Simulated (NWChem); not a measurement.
System: CH$_{4}$O$_{4}$Si; SMILES O[SiH](O)OC=O

NWChem input:

```
start job
memory heap 200 mb stack 900 mb global 1100 mb
geometry units angstroms noautosym nocenter noautoz
  O     -0.563175     2.052311    -0.527575
  C      0.581460     1.744471    -0.229866
  O      0.992058     0.552534     0.203132
  Si    -0.036457    -0.837644     0.485477
  O     -1.555389    -0.420415    -0.010115
  O      0.592039    -2.131072    -0.335036
  H      1.435135     2.465459    -0.295117
  H      0.136950    -1.149961     1.925000
  H     -1.563398     0.539910    -0.264800
  H      0.354032    -2.186648    -1.277676
end
basis spherical
  * library 6-31g*
end
dft
  xc hfexch
  iterations 150
  mulliken
end
task dft energy
esp
  recalculate
  probe 0.07
  range 0.3
  factor 1.0
  spacing 0.02
end
task esp
```

All runs use the structure optimised with PBE-D3(BJ)/def2-SVP.

Atomic charges in e: unrestrained fits to the electrostatic potential beside Mulliken populations; buried atoms are poorly determined by the fit.

Atoms are numbered as in the input.

Task: Predict the main results of this run. (Hartree-Fock/6-31G* (spherical d).) Quantities: ESP O1; Mulliken O1; ESP C2; Mulliken C2; ESP O3; Mulliken O3; ESP Si4; Mulliken Si4; ESP O5; Mulliken O5; relative RMS misfit of the potential (%).

Result: The ESP O1 is -0.64. The Mulliken O1 is -0.59 and the ESP C2 comes out as 0.77. The Mulliken C2 is 0.61 and the ESP O3 is -0.67. The Mulliken O3 comes out as -0.76 and the ESP Si4 is 1.40. The Mulliken Si4 is 1.45 and the ESP O5 is -0.88. The Mulliken O5 is -0.92 and the relative RMS misfit of the potential (%) comes out as 19.
